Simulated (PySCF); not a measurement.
Assigning NMR signals

Atoms are numbered as in `[CH3:1][O:2][Si:3]([F:4])([F:5])[CH2:6][F:7]`; H(Xn) means a hydrogen on atom n.

- structure optimised with GFN2-xTB
- GIAO PBE0/pcSseg-1 shieldings
- code: PySCF 2.14
- rapidly exchanging positions averaged, relativity neglected, no solvent model, one conformer

Chemical shifts δ = σref − σ; ¹³C and ¹H vs TMS, all at this level.

Problem. Assign these signals to the numbered atoms. ¹³C{¹H} NMR (computed): δ 79.1, 54.9.

Solution. 
| δ (ppm) | atoms | environment | reason |
| --- | --- | --- | --- |
| 79.1 | C6 | sp3 CH2 bonded to F and Si | pulled downfield by the heteroatom |
| 54.9 | C1 | methyl carbon bonded to O | deshielded by the electronegative neighbour |

Problem. Assign these signals to the numbered atoms. ¹H NMR (500 MHz, computed): δ 5.02 (m, 2H), 4.17 (s, 3H).

Solution. 
5.02 → H(C6), hydrogen on an sp3 CH2 bonded to F and Si: its carbon carries F, which withdraws density
4.17 → H(C1), hydrogen on a methyl carbon bonded to O: its carbon carries O, which withdraws density

Splittings by ¹⁹F in the carbon and heteronuclear signals aren't shown, as no couplings were computed. Shifts are as computed. Against solution values, carbons near 30 ppm lie about +3 ppm off and those near 130 ppm about +5 ppm. Of 1309 compounds with measured shifts, 239 miss one by over three times the rms of a fit or turn the order of signals round; such compounds aren't used in these exercises. No couplings were computed; multiplicities are counted from neighbouring protons, with m where these are inequivalent, close in shift, in a saturated or five-membered ring or joined by F or P, and br s for small geminal =CH2 splittings.
